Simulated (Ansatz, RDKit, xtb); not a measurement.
Pair of molecules: H3NSe (SMILES N[SeH]) (first 5 atoms) with HF (SMILES F); geometry from B3LYP-D3(BJ)/def2-TZVP, rigid monomers moved along the line of their centres of mass till N1···H7 is 1.55 Å.
(charge 0, multiplicity 1):
```
atom    x (Å)    y (Å)    z (Å)
----  -------  -------  -------
N     -1.0014   0.6000   0.7596
Se    -0.2006  -0.9469   0.0494
H     -0.8263   1.3977   0.1597
H     -2.0012   0.4682   0.8594
H     -0.9287  -0.9973  -1.2400
F      0.0587   0.9490   3.0037
H     -0.3383   0.8050   2.1455
```

Interaction energies are E(AB) − E(A) − E(B) at the monomers' geometry in the complex; basis-set methods are counterpoise corrected. RDKit's UFF carries no charges.

Codes used: Ansatz (a quantum-chemistry and plane-wave program) with Gaussian orbitals; RDKit for the force fields; xtb for the GFN methods. 

Q: One of these levels gives -7.34 kcal/mol for the interaction energy. Name it.
A. GFN-FF
B. HF/aug-cc-pVDZ
C. GFN2-xTB
D. UFF

A: C, GFN2-xTB. The others give 394.37 (UFF), -5.25 (GFN-FF), -6.74 (HF/aug-cc-pVDZ)
